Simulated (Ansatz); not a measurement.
The cluster Be3Se2. The state is a singlet with charge 0. Geometry r2SCAN-D4/def2-SVP.

Cartesian coordinates in Å:
```
Be -0.531 -0.185 1.213
Be 1.287 0.343 -0.121
Be -0.756 -0.158 -1.092
Se 0.432 -1.642 -0.061
Se -0.431 1.642 0.061
```

LC-ωPBE has ω = 0.4 bohr⁻¹. The restricted singlet is unstable towards broken spin symmetry in Hartree–Fock (as tested in another run); at PBE-D4/def2-TZVP, r2SCAN-D4/def2-TZVP, PBE0-D4/def2-TZVP, LC-ωPBE/def2-TZVP and others this wasn't settled. Another isomer (singlet) lies 1.61 eV lower at PBE0-D4/def2-TZVP; other spin states weren't run for this one.

Task: Estimate the orbital energies around the gap (eV) in Ansatz with PBE-D4/def2-TZVP, r2SCAN-D4/def2-TZVP, PBE0-D4/def2-TZVP, LC-ωPBE/def2-TZVP, ωB97M-V/def2-TZVP.

Result: 
| orbital | PBE-D4/def2-TZVP | r2SCAN-D4/def2-TZVP | PBE0-D4/def2-TZVP | LC-ωPBE/def2-TZVP | ωB97M-V/def2-TZVP |
| --- | --- | --- | --- | --- | --- |
| HOMO−9 | -54.10 | -55.15 | -58.78 | -59.84 | -61.05 |
| HOMO−8 | -18.29 | -19.10 | -20.48 | -24.19 | -23.18 |
| HOMO−7 | -17.24 | -17.94 | -19.29 | -22.83 | -21.99 |
| HOMO−6 | -10.26 | -10.68 | -11.66 | -14.60 | -13.93 |
| HOMO−5 | -8.86 | -9.25 | -10.10 | -12.93 | -12.30 |
| HOMO−4 | -8.86 | -9.25 | -10.10 | -12.93 | -12.30 |
| HOMO−3 | -7.73 | -8.05 | -8.83 | -11.37 | -10.81 |
| HOMO−2 | -7.73 | -8.05 | -8.83 | -11.37 | -10.81 |
| HOMO−1 | -7.26 | -7.54 | -8.36 | -10.86 | -10.33 |
| HOMO | -4.31 | -4.37 | -4.82 | -6.36 | -6.26 |
| LUMO | -3.18 | -3.08 | -2.52 | -0.77 | -0.83 |
| LUMO+1 | -3.18 | -3.08 | -2.52 | -0.77 | -0.83 |
| LUMO+2 | -2.48 | -2.34 | -1.79 | 0.08 | -0.02 |
| LUMO+3 | -2.48 | -2.34 | -1.79 | 0.09 | -0.02 |
| LUMO+4 | 0.16 | 0.67 | 0.71 | 2.03 | 1.54 |
| LUMO+5 | 0.22 | 0.84 | 0.71 | 2.03 | 1.54 |
